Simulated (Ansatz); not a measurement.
Reaction (hydrogenolysis of a Ge–O bond): `C[O][GeH]([Cl])[S]C` + H₂ → `C[S][GeH2][Cl]` + CH₃OH

Calculated with Ansatz (gas phase, PBE0-D4/def2-TZVP geometries, no zero-point term in ΔE). CCSD(T)/CBS adds triple-zeta CCSD(T) − MP2 to the extrapolated MP2 energy (def2 sets, frozen cores). This one scheme is used for every species. DFT in def2-TZVPP. B3LYP here is the variant with VWN-RPA as its local correlation; programs differ in this. For Ge outer-core shells are correlated without core-valence functions, which leaves a few kJ/mol of doubt a bond. Scalar relativity is left out up to krypton. Each species was taken in one conformer, which may not be the lowest.

`C[O][GeH]([Cl])[S]C`:

Z-matrix (Å, degrees):
```
C
O 1 1.413
H 1 1.092 2 107.6
H 1 1.095 2 111.3 3 -119.0
H 1 1.096 2 111.9 3 119.4
Ge 2 1.763 1 119.8 3 -171.2
S 6 2.198 2 111.0 1 57.6
Cl 6 2.148 2 109.5 1 -58.4
H 6 1.530 2 104.8 1 -177.0
C 7 1.819 6 97.7 2 60.1
H 10 1.090 7 111.4 6 64.5
H 10 1.089 7 111.3 6 -58.8
H 10 1.090 7 106.2 6 -177.3
```

H₂:

```xyz
2

H    -0.200    0.073   -0.306
H     0.200   -0.073    0.306
```

`C[S][GeH2][Cl]`:

Cartesian coordinates in Å:
```
C 1.196 -0.368 0.921
S 0.325 1.198 0.636
Ge -1.059 0.548 -0.936
Cl -2.380 -0.982 -0.163
H 0.504 -1.139 1.260
H 1.720 -0.699 0.025
H 1.926 -0.176 1.707
H -1.917 1.745 -1.353
H -0.314 -0.126 -2.097
```

CH₃OH:

Cartesian coordinates in Å:
```
C -0.067 0.197 -0.289
O 0.576 -0.170 0.910
H 0.402 1.119 -0.634
H -1.137 0.393 -0.146
H 0.049 -0.559 -1.075
H 0.177 -0.980 1.234
```

```csv
level,ΔE (kJ/mol),difference from CCSD(T)/CBS
PBE0-D4,16.1,-7.6
B3LYP-D4,24.4,0.7
B2PLYP,20.3,-3.4
PBE,12.5,-11.2
PBE0,7.9,-15.8
HF/def2-TZVPP,3.0,-20.7
MP2/def2-TZVPP,33.6,9.9
SCS-MP2/def2-TZVPP,28.9,5.2
CCSD/def2-TZVPP,19.8,-3.9
CCSD(T)/def2-TZVPP,26.0,2.3
HF/def2-QZVPP,2.6,-21.1
MP2/def2-QZVPP,32.1,8.4
SCS-MP2/def2-QZVPP,27.3,3.6
HF/CBS(def2),2.5,-21.2
MP2/CBS(def2),31.2,7.5
CCSD/CBS(def2),17.4,-6.3
CCSD(T)/CBS,23.7,0
```

Largest T1 diagnostic among the species: 0.011.

The D4 term adds +14.3 kJ/mol with B3LYP and +8.2 kJ/mol with PBE0; it sums over pairs of atoms, weighted by their polarisabilities, and B3LYP, whose exchange is more repulsive, gets the larger term. In def2-TZVPP, CCSD(T) changes the Hartree–Fock value by +23.1 kJ/mol (the triples alone add +6.3 kJ/mol) and MP2 by +30.6 kJ/mol. From PBE to PBE0 (25 % exact exchange), in def2-TZVPP and without D4, ΔE moves by −4.5 kJ/mol.
